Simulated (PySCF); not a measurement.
## Rotational lines of CuI

Lines J+1 ← J of the vibrational ground state, computed from PBE0 constants of CuI, ¹Σ⁺ (singlet), closed shell (PySCF, scalar-relativistic core potentials, basis sets Cu cc-pVTZ-PP with ECP10, I cc-pVTZ-PP with ECP28; masses 62.9296 and 126.9045 u), in MHz:

| J | ν (MHz) |
| --- | --- |
| 2 | 12991.1 |
| 3 | 17321.4 |
| 4 | 21651.6 |
| 5 | 25981.7 |
| 6 | 30311.8 |

Task: Find B0 and the effective bond length r0; with αe = 0.000286 cm⁻¹, find Re.

Result: ν = 2B0(J+1) − 4D(J+1)³ gives B0 = 0.072223 cm⁻¹. With the reduced mass μred = 42.069 u, r0 = √(16.8576/(μred·B0)) (u, cm⁻¹, Å) = 2.3555 Å. Be = B0 + αe/2 = 0.072366 cm⁻¹ gives Re = 2.353 Å.

These are scalar-relativistic numbers at best; spin–orbit coupling would shift them, the dissociation energy most.
